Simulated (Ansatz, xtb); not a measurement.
## Relaxing a trial structure of GeH2OS−

The starting geometry of this gas-phase doublet was built from a drawn formula by distance geometry and a force field; its bonds are those of `[O-][GeH][SH]`.

```xyz
5

Ge    0.2334   -0.2877    0.6456
O     1.1749    0.5050    1.8460
S    -0.4532    1.2392   -0.8496
H     1.0695   -1.3380   -0.1217
H     0.8390    1.5998   -1.1837
```

Task: Predict what it relaxes into with r2SCAN-D4/def2-SVPD.

Result: It keeps its bonds, and is `[O-][GeH][SH]`.

The energy falls by 0.23 eV over 22 steps:

| step | E − E(last) (eV) |
| --- | --- |
| 1 | 0.231 |
| 3 | 0.078 |
| 6 | 0.064 |
| 8 | 0.056 |
| 10 | 0.030 |
| 13 | 0.011 |
| 15 | 0.004 |
| 17 | 0.003 |
| 20 | 0.000 |
| 22 | 0.000 |

Final geometry (Å):

```json
{"atom": "Ge", "x (Å)": "0.3321", "y (Å)": "-0.1916", "z (Å)": "0.7146"}
{"atom": "O", "x (Å)": "1.5582", "y (Å)": "0.4074", "z (Å)": "1.7335"}
{"atom": "S", "x (Å)": "0.1737", "y (Å)": "0.9552", "z (Å)": "-1.3876"}
{"atom": "H", "x (Å)": "0.6505", "y (Å)": "-1.6255", "z (Å)": "0.0773"}
{"atom": "H", "x (Å)": "0.1491", "y (Å)": "2.1727", "z (Å)": "-0.8013"}
```

From the same start GFN2-xTB ends elsewhere, differing in Ge1–H4 (1.97 against 1.60 Å here).

The end wasn't checked by frequencies. Open shells are spin-unrestricted. Run with Ansatz 0.2.0, 2.2 min on 2 threads of Intel(R) Xeon(R) Platinum 8259CL CPU @ 2.50GHz (Skylake/Cascade Lake), with other jobs on the host.
